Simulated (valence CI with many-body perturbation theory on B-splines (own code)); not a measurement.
# Nd XXXVIII: fill in the table

Method: valence CI with perturbative core correlation (CI+MBPT): five valence electrons over a frozen Dirac-Fock core [Ar], radial functions for each j: 7 s, 7 p, 8 d, 6 f, 4 g, 1 h, with the one-electron correlation potential Σ1, the two-electron term Σ2, the three-electron term Σ3, Breit, model QED; selected CI, second order for the rest (own B-spline code, finite nucleus).

The last digits are not significant, and no measured levels were compared; by estimate large intervals hold to a few tenths of a per cent, small ones and those within an open d or f shell to about a per cent. Only levels of the ground parity were solved; by the run's estimate the other parity begins above the list, which can be wrong where configurations are misplaced.

```csv
Level,E (eV)
(3d3/2^4 3d5/2) J=5/2,0.000
(3d3/2^3 3d5/2^2) J=5/2 [a],?
(3d3/2^3 3d5/2^2) J=7/2 [a],26.839
(3d3/2^3 3d5/2^2) J=3/2 [a],27.728
(3d3/2^3 3d5/2^2) J=11/2,28.109
(3d3/2^3 3d5/2^2) J=9/2,31.290
(3d3/2^3 3d5/2^2) J=5/2 [b],32.858
(3d3/2^3 3d5/2^2) J=1/2,34.167
(3d3/2^3 3d5/2^2) J=7/2 [b],37.570
(3d3/2^2 3d5/2^3) J=5/2 [a],44.035
(3d3/2^3 3d5/2^2) J=3/2 [b],46.126
(3d3/2^2 3d5/2^3) J=7/2 [a],48.968
(3d3/2^2 3d5/2^3) J=11/2,?
(3d3/2^2 3d5/2^3) J=9/2 [a],?
(3d3/2^2 3d5/2^3) J=1/2 [a],?
(3d3/2^2 3d5/2^3) J=13/2,53.718
(3d3/2^2 3d5/2^3) J=3/2 [a],54.431
(3d3/2^2 3d5/2^3) J=5/2 [b],56.075
(3d3/2^2 3d5/2^3) J=9/2 [b],?
(3d3/2^2 3d5/2^3) J=7/2 [b],?
```

Levels are named by their leading jj configuration (3d3/2^4 stands for four electrons in 3d with j = 3/2), which in mixed levels can hold well under half, so a name can repeat and another be missing. Letters in brackets count levels of one name in rising energy.

Task: The levels stand in rising order. What does the calculation give for the missing energies?

Result: (3d3/2^3 3d5/2^2) J=5/2 [a] 17.547; (3d3/2^2 3d5/2^3) J=11/2 49.774; (3d3/2^2 3d5/2^3) J=9/2 [a] 51.489; (3d3/2^2 3d5/2^3) J=1/2 [a] 53.248; (3d3/2^2 3d5/2^3) J=9/2 [b] 60.103; (3d3/2^2 3d5/2^3) J=7/2 [b] 61.962.
